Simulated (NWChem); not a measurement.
The numbers come from NWChem runs, not from measurements. System: trisilylphosphine (H9PSi3), charge 0, spin multiplicity 1, at a geometry optimised with B3LYP/def2-SVP. Level: G0W0@LDA (SVWN5)/def2-SVP, RI basis def2-svp-rifit.

Output (cleaned and shortened):

```
             Northwest Computational Chemistry Package (NWChem) 7.3.0
             --------------------------------------------------------

                                NWChem Input Module
                                -------------------

 Scaling coordinates for geometry "geometry" by  1.889725989
 (inverse scale =  0.529177249)

 Turning off AUTOSYM since
 SYMMETRY directive was detected!

                             Geometry "geometry" -> ""
                             -------------------------

 Output coordinates in angstroms (scale by  1.889725989 to convert to a.u.)

  No.       Tag          Charge          X              Y              Z
 ---- ---------------- ---------- -------------- -------------- --------------
    1 Si                  14.0000    -1.01305100     0.17300100     1.73952400
    2 P                   15.0000     0.03557800    -0.85405500     0.00000000
    3 Si                  14.0000    -1.01305100     0.17300100    -1.73952400
    4 Si                  14.0000     1.99937500     0.29662700     0.00000000
    5 H                    1.0000    -2.42074100    -0.31764700     1.77853700
    6 H                    1.0000    -1.02402200     1.66416600     1.64705100
    7 H                    1.0000    -0.31541100    -0.22710000     2.99531200
    8 H                    1.0000    -2.42074100    -0.31764700    -1.77853700
    9 H                    1.0000    -0.31541100    -0.22710000    -2.99531200
   10 H                    1.0000    -1.02402200     1.66416600    -1.64705100
   11 H                    1.0000     2.76357600    -0.10319600    -1.21651300
   12 H                    1.0000     2.76357600    -0.10319600     1.21651300
   13 H                    1.0000     1.83372400     1.78158100     0.00000000

 Effective nuclear repulsion energy (a.u.)     341.5243905481

            Nuclear Dipole moment (a.u.)
            ----------------------------
        X                 Y               Z
 ---------------- ---------------- ----------------
     0.0000377945     0.0000151178    -0.0000000000

      Symmetry information
      --------------------

 Group name             Cs
 Group number              2
 Group order               2
 No. of unique centers     8

      Symmetry unique atoms

     1    2    4    5    6    7   11   13


 Summary of "ao basis" -> "" (spherical)
 ------------------------------------------------------------------------------
       Tag                 Description            Shells   Functions and Types
 ---------------- ------------------------------  ------  ---------------------
 *                          def2-svp                  on all atoms

 new library libraries.bse/

 Summary of "ri basis" -> "" (spherical)
 ------------------------------------------------------------------------------
       Tag                 Description            Shells   Functions and Types
 ---------------- ------------------------------  ------  ---------------------
 *                       def2-svp-rifit               on all atoms

                                 NWChem DFT Module
                                 -----------------

 Summary of "ao basis" -> "ao basis" (spherical)
 ------------------------------------------------------------------------------
       Tag                 Description            Shells   Functions and Types
 ---------------- ------------------------------  ------  ---------------------
 Si                         def2-svp                 8       18   4s3p1d
 P                          def2-svp                 8       18   4s3p1d
 H                          def2-svp                 3        5   2s1p

 Summary of "ao basis" -> "ao basis" (spherical)
 ------------------------------------------------------------------------------
       Tag                 Description            Shells   Functions and Types
 ---------------- ------------------------------  ------  ---------------------
 Si                         def2-svp                 8       18   4s3p1d
 P                          def2-svp                 8       18   4s3p1d
 H                          def2-svp                 3        5   2s1p

      Symmetry analysis of basis
      --------------------------
[...]
    29      0.288926   2 P  px               26      0.285367   2 P  px
    62     -0.233264   4 Si px               65     -0.217469   4 Si px
    73      0.171862   5 H  s                88      0.171862   8 H  s
    23     -0.158221   2 P  px               59      0.129169   4 Si px
   103     -0.129554  11 H  s               108     -0.129554  12 H  s

 Vector   32  Occ=2.000000D+00  E=-2.778033D-01  Symmetry=a"
              MO Center= -8.0D-02, -2.8D-01,  3.7D-12, r^2= 5.6D+00
   Bfn.  Coefficient  Atom+Function         Bfn.  Coefficient  Atom+Function
  ----- ------------  ---------------      ----- ------------  ---------------
    31      0.289308   2 P  pz               28      0.285666   2 P  pz
    10     -0.198097   1 Si pz               46     -0.198097   3 Si pz
    13     -0.182104   1 Si pz               49     -0.182104   3 Si pz
    83     -0.173943   7 H  s                93      0.173943   9 H  s
    25     -0.158393   2 P  pz              103      0.123656  11 H  s

 Vector   33  Occ=2.000000D+00  E=-2.283093D-01  Symmetry=a'
              MO Center=  2.0D-02, -4.9D-01,  9.1D-15, r^2= 3.8D+00
   Bfn.  Coefficient  Atom+Function         Bfn.  Coefficient  Atom+Function
  ----- ------------  ---------------      ----- ------------  ---------------
    30      0.476202   2 P  py               27      0.340633   2 P  py
    21     -0.254936   2 P  s                22     -0.223106   2 P  s
    24     -0.195718   2 P  py               20     -0.158619   2 P  s
    79     -0.139398   6 H  s                99     -0.139398  10 H  s
   114     -0.139482  13 H  s                78     -0.127948   6 H  s

 Vector   34  Occ=0.000000D+00  E=-4.079400D-02  Symmetry=a'
              MO Center= -5.6D-03,  1.5D-01, -7.4D-15, r^2= 7.2D+00
   Bfn.  Coefficient  Atom+Function         Bfn.  Coefficient  Atom+Function
  ----- ------------  ---------------      ----- ------------  ---------------
    22      1.309930   2 P  s                30      0.645975   2 P  py
    65      0.579960   4 Si px               13      0.516487   1 Si pz
    49     -0.516487   3 Si pz               66      0.424469   4 Si py
    12      0.387562   1 Si py               48      0.387562   3 Si py
    11     -0.314231   1 Si px               47     -0.314231   3 Si px

 Vector   35  Occ=0.000000D+00  E=-3.114746D-02  Symmetry=a'
              MO Center= -3.7D-01,  8.5D-02, -1.7D-10, r^2= 6.8D+00
   Bfn.  Coefficient  Atom+Function         Bfn.  Coefficient  Atom+Function
  ----- ------------  ---------------      ----- ------------  ---------------
    84      0.654368   7 H  s                94      0.654368   9 H  s
    11     -0.591776   1 Si px               47     -0.591776   3 Si px
    66     -0.454397   4 Si py               13     -0.410233   1 Si pz
    49      0.410233   3 Si pz               74     -0.382007   5 H  s
    89     -0.382007   8 H  s               114      0.308028  13 H  s

 Vector   36  Occ=0.000000D+00  E=-3.113066D-02  Symmetry=a"
              MO Center=  3.7D-01,  1.2D-01,  1.7D-10, r^2= 6.8D+00
   Bfn.  Coefficient  Atom+Function         Bfn.  Coefficient  Atom+Function
  ----- ------------  ---------------      ----- ------------  ---------------
    67      0.819759   4 Si pz              104      0.598613  11 H  s
   109     -0.598613  12 H  s                74      0.534720   5 H  s
    89     -0.534720   8 H  s                12      0.416349   1 Si py
    48     -0.416349   3 Si py               11      0.393720   1 Si px
    47     -0.393720   3 Si px               79     -0.268108   6 H  s

 center of mass
 --------------
 x =   0.00294987 y =  -0.07058387 z =   0.00000000

 moments of inertia (a.u.)
 ------------------
         849.520841245623         -24.386419093652           0.000000000000
         -24.386419093652        1444.259240423595           0.000000000000
           0.000000000000           0.000000000000         849.468121840053

     Multipole analysis of the density
     ---------------------------------

     L   x y z        total         alpha         beta         nuclear
     -   - - -        -----         -----         ----         -------
     0   0 0 0     -0.000000    -33.000000    -33.000000     66.000000

     1   1 0 0     -0.011027     -0.005532     -0.005532      0.000038
     1   0 1 0      0.273137      0.136561      0.136561      0.000015
     1   0 0 1     -0.000000     -0.000000     -0.000000     -0.000000

     2   2 0 0    -43.426190   -231.286450   -231.286450    419.146711
     2   1 1 0      0.111045     -6.924719     -6.924719     13.960484
     2   1 0 1     -0.000000     -0.000000     -0.000000      0.000000
     2   0 2 0    -46.099158    -62.420870    -62.420870     78.742581
     2   0 1 1      0.000000      0.000000      0.000000      0.000000
     2   0 0 2    -43.419060   -231.298798   -231.298798    419.178537

 Task  times  cpu:        6.0s     wall:        6.0s

                                NWChem Input Module
                                -------------------

                                 NWChem GW Module
                                 ----------------

                             ***********************
                             ***        GW       ***
                             ***********************

 Summary of "ri basis" -> "ri basis" (spherical)
 ------------------------------------------------------------------------------
       Tag                 Description            Shells   Functions and Types
 ---------------- ------------------------------  ------  ---------------------
 Si                      def2-svp-rifit             20       62   8s5p5d2f
 P                       def2-svp-rifit             20       62   8s5p5d2f
 H                       def2-svp-rifit              6       14   3s2p1d

                 Memory Information
                 ------------------
          Available GA per process is          1699.9 MBs
          Available stack per process is        700.0 MBs
          Available heap per process is           0.2 MBs

          Peak memory in Initialization
              Peak GA per process is                 12.7 MBs
              Peak stack per process is               0.1 MBs
              Peak heap per process is               13.2 MBs
              Memory not in MA per process            0.0 MBs

          Peak memory in AFF Calculation
              Peak GA per process is                 78.0 MBs
              Peak stack per process is              58.6 MBs
              Peak heap per process is                0.0 MBs
              Memory not in MA per process           58.6 MBs

          Computing 2-center integrals
          Computing Inverse Cholesky factor
          Computing 3-center integrals
          Computing V_xc ...

          Computing Sigma_x
          Computing RPA polarizability
          Solving quasiparticle equations

                  Alpha Orbitals
          State     Energy (eV)     Error (eV)
          -----------------------------------
@GW        30        -11.324           0.002
@GW        31         -9.781           0.002
@GW        32         -9.777           0.005
@GW        33         -8.199           0.004
@GW        34          2.024           0.002
@GW        35          2.103           0.002

   Applying  -1.9865 eV scissor-shift to rest of particle states

   Applying   3.1343 eV scissor-shift to rest of hole states

     GW Timing Statistics
   ------------------------
   Init.   :          0.0s
     ERIs  :          0.7s
     Distr.:          0.0s
     Vxc   :          0.3s
   Sigma_x :          0.0s
   RPA     :          3.5s
   Wmn     :          0.0s
   Sigma_c :          0.0s
   GW total:          4.6s

 Task  times  cpu:        4.6s     wall:        4.6s

 Total times  cpu:       10.6s     wall:       10.6s
```

### Question
Write an NWChem input that would produce this output.

### Answer
Several could match; the one computed here: 
```
start mol
memory heap 200 mb stack 700 mb global 1700 mb
geometry units angstroms nocenter noautoz
  Si    -1.013051     0.173001     1.739524
  P      0.035578    -0.854055     0.000000
  Si    -1.013051     0.173001    -1.739524
  Si     1.999375     0.296627     0.000000
  H     -2.420741    -0.317647     1.778537
  H     -1.024022     1.664166     1.647051
  H     -0.315411    -0.227100     2.995312
  H     -2.420741    -0.317647    -1.778537
  H     -0.315411    -0.227100    -2.995312
  H     -1.024022     1.664166    -1.647051
  H      2.763576    -0.103196    -1.216513
  H      2.763576    -0.103196     1.216513
  H      1.833724     1.781581     0.000000
  symmetry group Cs
end
basis spherical
  * library def2-svp
end
basis "ri basis" bse spherical
  * library def2-svp-rifit
end
dft
  xc slater vwn_5
  iterations 100
  direct
  tolerances tight
end
task dft energy
gw
  states alpha occ 4 vir 2
end
task dft gw
```
